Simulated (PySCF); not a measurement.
Unrelated species, one level of theory. Method used: PySCF, TDDFT PBE0/def2-SVPD, vertical, gas phase, core orbitals frozen in the response. Geometries: PBE0-D3(BJ)/def2-SVP; one conformer of each isolated species. Triplets are in the Tamm–Dancoff approximation.

Question: Rank by computed S1–T1 gap, lowest first.
A. `CN(C)Cc1ccccc1`
B. `C=C(CC)CC`
C. `C=CC(C)(C)C`
D. `CC(C)(C)c1cccnc1`

Answer: D (0.70 eV), A (0.94 eV), B (2.41 eV), C (2.61 eV).

| SMILES | S1−T1 (eV) | S1 (eV) | T1 (eV) | S1 mainly | T1 mainly | f(S1) |
| --- | --- | --- | --- | --- | --- | --- |
| CC(C)(C)c1cccnc1 | 0.70 | 4.83 | 4.13 | H→L (99%) | H→L (95%) | 0.003 |
| CN(C)Cc1ccccc1 | 0.94 | 4.96 | 4.02 | H→L (94%) | H-1→L (39%) | 0.001 |
| C=C(CC)CC | 2.41 | 6.68 | 4.26 | H→L+1 (95%) | H→L (92%) | 0.021 |
| C=CC(C)(C)C | 2.61 | 7.02 | 4.40 | H→L+1 (93%) | H→L (94%) | 0.048 |

H and L stand for HOMO and LUMO. For `CN(C)Cc1ccccc1`, `C=C(CC)CC` and `C=CC(C)(C)C` the leading configurations of S1 and T1 differ. Singlets come from full response and triplets from the Tamm–Dancoff approximation.
